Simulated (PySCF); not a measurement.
Some computed properties have been withheld. Give your best values.

Species: C7H12BN.
SMILES with atom numbers: `[BH2:1][c:2]1[cH:3][cH:4][cH:5][n:6]1[CH:7]([CH3:8])[CH3:9]` (hydrogens: H10, H11 on B1; H12 on C3; H13 on C4; H14 on C5; H15 on C7; H16, H17, H18 on C8; H19, H20, H21 on C9)

Conformer (atom-mapped SMILES and torsion angles): `[BH2:1][c:2]1[cH:3][cH:4][cH:5][n:6]1[CH:7]([CH3:8])[CH3:9]`: C5–N6–C7–C8 62°.

| property | level | value |
| --- | --- | --- |
| point group | PBE0-D3(BJ)/def2-SVP | ? |
| rotational constants A, B, C | PBE0-D3(BJ)/def2-SVP | 2.533, 1.362, 1.097 GHz |
| dipole moment | PBE0/def2-SVPD | ? |
| HOMO energy | PBE0/def2-SVPD | -6.67 eV |
| LUMO energy | PBE0/def2-SVPD | -1.45 eV |
| lowest singlet excitation | TDDFT PBE0/def2-SVPD | 4.69 eV (264 nm, f = 0.190) |
| lowest triplet excitation (Tamm–Dancoff) | TDA PBE0/def2-SVPD | ? |
| static isotropic polarisability | PBE0/def2-SVPD | ? |
| vertical ionisation energy | ΔSCF PBE0/def2-SVPD | 8.44 eV |
| electronic spatial extent ⟨r²⟩ about the centre of nuclear charge | PBE0/def2-SVPD | 1223 bohr² |
| 13C chemical shifts (computed TMS as zero) by class | GIAO CAM-B3LYP/pcSseg-1 | 150.9 (C2), 145.5 (C3), 136.8 (C5), 118.9 (C4), 47.9 (C7), 25.9 (C8/C9) ppm |
| 1H chemical shifts (computed TMS as zero) by class | GIAO CAM-B3LYP/pcSseg-1 | 7.25 (H12), 7.16 (H14), 6.53 (H13), 6.28 (H10/H11), 4.93 (H15), 1.36 (H16/H17/H18/H19/H20/H21) ppm |
| isotropic shieldings of nuclei other than C and H, by class | GIAO CAM-B3LYP/pcSseg-1 | ? |

Electronic properties: PySCF, gas phase, density fitting. Geometry: PBE0-D3(BJ)/def2-SVP, one conformer, isolated molecule. NMR classes are plain means over equivalent atoms (diastereotopic ones count apart unless rotation or inversion swaps them), as if these changed places fast; in this geometry the members of some classes differ.

(1) What is the point group?

(2) Give the lowest triplet excitation (Tamm–Dancoff).

(3) What are the isotropic shieldings of nuclei other than C and H, by class?

(4) Give the dipole moment.

(5) Give the static isotropic polarisability.

## Answers

(1) Cs.

(2) 3.07 eV.

(3) 44 (B1), 42 (N6) ppm.

(4) 2.83 D.

(5) 108.2 au.

With B = h/(8π²I), that is 505.379 GHz u Å² over I, the principal moments of inertia are 199.5, 371.1 and 460.7 u Å² (most abundant isotopes). The vertical singlet–triplet gap S1 − T1 is 1.62 eV (TDDFT singlet less Tamm–Dancoff triplet; S1: HOMO→LUMO, weight 0.52, beside HOMO−1→LUMO, weight 0.45; T1: HOMO→LUMO, weight 0.94). In wavenumbers S1 is 37900 cm⁻¹ (1 eV = 8065.54 cm⁻¹). The largest Löwdin shares of the LUMO are 0.37 on B1, 0.11 on C3, 0.11 on C2 and 0.11 on C5. The principal polarisabilities are 78.3, 118.7 and 127.6 au; their mean is the isotropic value.
